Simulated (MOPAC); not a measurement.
MOPAC input (PM3):

```
PM3 PRECISE GNORM=0.05 LET XYZ UHF MS=0.5 GEO-OK AUX(PRECISION=9) THREADS=1
CH2NO

N    -1.07507719 1    0.23822819 1    0.43303185 1
C     0.23242619 1    0.27986572 1   -0.02358309 1
O     0.90154781 1   -0.66954360 1   -0.33390847 1
H    -1.71882519 1    0.69123646 1   -0.22418744 1
H     0.63742601 1    1.31832075 1    0.00573087 1
```

From the output:

```
                                                       MOPAC v23.2.5 Linux

          FINAL HEAT OF FORMATION =         -3.58831 KCAL/MOL =     -15.01349 KJ/MOL

          COSMO AREA              =         73.84 SQUARE ANGSTROMS
          COSMO VOLUME            =         55.11 CUBIC ANGSTROMS

          GRADIENT NORM           =          0.04736          =       0.02118 PER ATOM
          IONIZATION POTENTIAL    =         10.793918 EV
          ALPHA SOMO LUMO (EV)    =        -11.062  0.544
          BETA  SOMO LUMO (EV)    =        -10.794 -0.575
          NO. OF ALPHA ELECTRONS  =          9
          NO. OF BETA  ELECTRONS  =          8
          MOLECULAR WEIGHT        =         44.0329         POINT GROUP:  C1

          MOLECULAR DIMENSIONS (Angstroms)

            Atom       Atom       Distance
            H     5    H     4     2.79758
            O     3    N     1     1.89900
            N     1    H     5     0.61654

          SCF CALCULATIONS        =         23

   ATOM   CHEMICAL          X               Y               Z
  NUMBER   SYMBOL      (ANGSTROMS)     (ANGSTROMS)     (ANGSTROMS)

     1       N         -1.06301520  *   0.30922861  *   0.42280192  *
     2       C          0.28178063  *   0.34387938  *   0.00140577  *
     3       O          0.82096567  *  -0.67889073  *  -0.36244046  *
     4       H         -1.76661606  *   0.24530256  *  -0.26311992  *
     5       H          0.79093289  *   1.31583600  *   0.11021322  *

                             CARTESIAN COORDINATES

   1    N       -1.063015202     0.309228605     0.422801916
   2    C        0.281780629     0.343879381     0.001405772
   3    O        0.820965667    -0.678890728    -0.362440465
   4    H       -1.766616058     0.245302565    -0.263119919
   5    H        0.790932887     1.315835997     0.110213217

           Empirical Formula: C H2 N O  =     5 atoms

      MOLECULAR POINT GROUP   :   C1

          ALPHA EIGENVALUES
 -38.01664 -28.97367 -21.32161 -17.72642 -17.08628 -14.89720 -12.03032 -11.72575
 -11.06204   0.54353   1.89951   3.38373   4.82949   6.48148

           BETA EIGENVALUES
 -37.99489 -28.54101 -21.05619 -17.55255 -16.84023 -14.75744 -11.68376 -10.79392
  -0.57474   0.64983   2.08437   3.57246   5.03852   6.58770

              NET ATOMIC CHARGES AND DIPOLE CONTRIBUTIONS

  ATOM NO.   TYPE          CHARGE      No. of ELECS.   s-Pop       p-Pop
    1          N          -0.109559        5.1096     1.62012     3.48944
    2          C           0.251792        3.7482     1.20476     2.54344
    3          O          -0.327414        6.3274     1.86397     4.46345
    4          H           0.097533        0.9025     0.90247
    5          H           0.087648        0.9124     0.91235
 DIPOLE           X         Y         Z       TOTAL
 POINT-CHG.    -0.886     1.990     0.272     2.195
 HYBRID        -0.045     0.183    -1.076     1.092
 SUM           -0.930     2.173    -0.803     2.496

          ATOMIC ORBITAL ELECTRON POPULATIONS

     Atom    s        px        py        pz
    1  N   1.62012   1.03958   1.01010   1.43977
    2  C   1.20476   0.88584   0.91477   0.74284
    3  O   1.86397   1.73983   1.38799   1.33563
    4  H   0.90247
    5  H   0.91235

                    (SZ)    =    0.500000
                    (S**2)  =    0.752535

          ATOMIC ORBITAL SPIN POPULATIONS

    Atom   Total    s     px     py     pz
         Atomic
    1  N  1.0218  0.020  0.027  0.960  0.015
    2  C -0.0524 -0.007 -0.020 -0.016 -0.009
    3  O  0.0301 -0.001 -0.001  0.009  0.023
    4  H -0.0234 -0.023
    5  H  0.0240  0.024

 **********************
 *                    *
 * JOB ENDED NORMALLY *
 *                    *
 **********************

 == MOPAC DONE ==
```

The geometry given is a B3LYP-D3(BJ)/def2-TZVP minimum.
